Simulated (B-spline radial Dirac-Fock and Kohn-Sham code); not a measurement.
# Electron momentum distribution of Ho³⁶⁺: Compton profiles

System: Ho³⁶⁺, configuration [Ar] 3d10 4s2 4p1.

Input of the calculation (task.json; shells as n, l, electrons):

```json
{"items": [{
  "Z": 67,
  "q": 36,
  "cfg": [[1, 0, 2], [2, 0, 2], [2, 1, 6], [3, 0, 2], [3, 1, 6], [3, 2, 10], [4, 0, 2], [4, 1, 1]],
  "A": 165,
  "rrms": 5.2022,
  "do": ["scatter"],
  "s": [0.0, 0.05, 0.1, 0.15, 0.2, 0.25, 0.3, 0.35, 0.4, 0.45, 0.5, 0.6, 0.7, 0.8, 0.9, 1.0, 1.1, 1.2, 1.4, 1.6, 1.8, 2.0, 2.5, 3.0, 3.5, 4.0, 5.0, 6.0],
  "pz": [0, 0.1, 0.2, 0.3, 0.4, 0.5, 0.6, 0.8, 1.0, 1.2, 1.4, 1.6, 1.8, 2.0, 2.5, 3.0, 4.0, 5.0, 7.0, 10.0, 15.0, 20.0, 30.0, 40.0, 60.0, 100.0],
  "hv_scatter": [8047.8, 17479.3, 20000, 30000, 50000, 100000, 200000, 500000]
}]}
```

Command: `python xray_run.py task.json out`

Model: the impulse approximation on relativistic Hartree-Fock (Dirac-Fock) wave functions, averaged over the configuration. Program: a radial B-spline solver. pz is in atomic units of momentum; subshell profiles are per electron, for a selection of subshells; open shells are spread over both j values by their weights.

```
 pz   J total   J 2p1/2   J 3d5/2   J 4p1/2   J 4p3/2
  0     1.507    0.0201    0.0365    0.0990     0.102
0.3     1.503    0.0201    0.0365    0.0990     0.102
0.4     1.499    0.0201    0.0365    0.0990     0.102
0.5     1.495    0.0201    0.0365    0.0990     0.102
0.6     1.490    0.0201    0.0365    0.0990     0.102
0.8     1.476    0.0201    0.0365    0.0988     0.102
  1     1.460    0.0201    0.0365    0.0986     0.102
1.2     1.440    0.0201    0.0365    0.0981     0.101
1.4     1.419    0.0201    0.0365    0.0974     0.100
1.6     1.395    0.0201    0.0365    0.0963    0.0989
1.8     1.369    0.0201    0.0365    0.0949    0.0972
  2     1.342    0.0201    0.0365    0.0930    0.0951
2.5     1.274    0.0201    0.0365    0.0864    0.0875
  3     1.206    0.0201    0.0365    0.0771    0.0771
  4     1.088    0.0201    0.0363    0.0536    0.0517
  5    0.9929    0.0200    0.0359    0.0315    0.0293
  7    0.8250    0.0198    0.0336    0.0109    0.0109
 10    0.5751    0.0188    0.0263   0.00886   0.00916
 15    0.2994    0.0159    0.0123   0.00247   0.00203
 20    0.1666    0.0119   0.00462  0.000612  0.000662
 30   0.06224   0.00537  0.000601  0.000468  0.000481
 40   0.02852   0.00216  9.34e-05  0.000220  0.000190
 60  0.008759  0.000379  4.33e-06  3.72e-05  2.51e-05
100  0.001570  2.64e-05    < 1e-6  2.34e-06  1.05e-06
```

J(0) = 1.507. The 4s1/2 subshell gives the largest part, 21 %.

Mean momentum ⟨p⟩ by subshell (a.u.): 1s1/2 66.7, 2s1/2 23.9, 2p1/2 31.6, 2p3/2 28.7, 3s1/2 12.3, 3p1/2 14.6, 3p3/2 13.8, 3d3/2 16.5, 3d5/2 16.2, 4s1/2 7.48, 4p1/2 8.41, 4p3/2 8.13.
